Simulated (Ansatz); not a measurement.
Two isomers of C5H14N2: A = `CN(C)CCCN`, B = `CN(C)CN(C)C`.

Computed with Ansatz on PBE0-D4/def2-TZVP structures; ΔE is electronic, products minus reactants. CBS: MP2 limit from def2 TZ/QZ plus the TZ coupled-cluster correction, frozen cores. Functionals use def2-TZVPP. B3LYP here is the variant with VWN-RPA as its local correlation; programs differ in this. One conformer a species, not always the lowest.

Question: Which is lower in electronic energy at CCSD(T)/CBS, and by how much? (Best estimate.)

Answer: Computed: A, by 35.7 kJ/mol.

Question: Give E(B) − E(A) in kJ/mol with PBE0-D4, B3LYP-D4, CCSD(T)/def2-SVP, ωB97M-V, PBE-D4, MP2/def2-TZVPP, HF/def2-TZVPP. (Best estimate.)

Answer: Ansatz gave: PBE0-D4 31.8, B3LYP-D4 28.6, CCSD(T)/def2-SVP 23.8, ωB97M-V 33.0, PBE-D4 29.2, MP2/def2-TZVPP 32.8, HF/def2-TZVPP 32.3. None reverses the order clearly.

Largest T1 diagnostic: 0.010.

Leaving LDA and LC-ωPBE aside and taking each functional with its dispersion term where it has one, the values, not all of them listed here, spread over 7.3 kJ/mol, from BLYP-D4 to PBE-QIDH. LDA lies −6.5 kJ/mol from PBE without D4. At CCSD(T), def2-SVP lies −12.0 kJ/mol from the extrapolated value and def2-TZVPP −3.3 kJ/mol.
